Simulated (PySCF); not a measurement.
UHF on Sc²⁺ (scandium, charge +2)

Configuration: [Ar] 3d1, 2D determinant. Computed with PySCF 2.14 in pcseg-2, with the non-relativistic Hamiltonian (point nucleus).

| Item | Value |
| --- | --- |
| Total energy | -759.080861 hartree |
| One-electron energy | -1029.0247 hartree |
| Hartree (Coulomb) energy | 307.7498 hartree |
| Exchange energy | -37.8060 hartree |
| Kinetic energy | 759.82477 hartree |
| ⟨S²⟩ | 0.7520 |
| ⟨L²⟩ | 6.022 |
| Sum of ⟨r⟩ | 13.39 bohr |
| Sum of ⟨r²⟩ | 16.29 bohr² |
| Traceless quadrupole moment −½Σ⟨3z² − r²⟩ along its main axis | 0.811 e·bohr² |
| Density at the nucleus (Gaussians lack the cusp) | 6110 bohr⁻³ |
| Spin density at the nucleus | -0.116 bohr⁻³ |
| Langevin diamagnetic susceptibility | -12.9 ×10⁻⁶ cm³/mol |
| Time after the integrals | 0.28 s of wall time on 1 thread of Neoverse-V1 (shared host) |

```
shell  electrons  mean orbital energy (hartree)  spread (hartree)  rms radius, mean of both spins (bohr)
 1s β          1                     -166.41758                 0                                 0.0853
 1s α          1                     -166.41755                 0                                 0.0853
 2s α          1                      -19.61453                 0                                  0.374
 2s β          1                      -19.59928                 0                                  0.374
 2p α          3                      -16.20952           0.00151                                  0.341
 2p β          3                      -16.19384           0.02063                                  0.341
 3s α          1                       -3.13873                 0                                   1.16
 3s β          1                       -3.08044                 0                                   1.16
 3p α          3                       -2.16139           0.04189                                   1.27
 3p β          3                       -2.08784           0.05990                                   1.27
 3d α          1                       -0.91125                 0                                   1.73
```
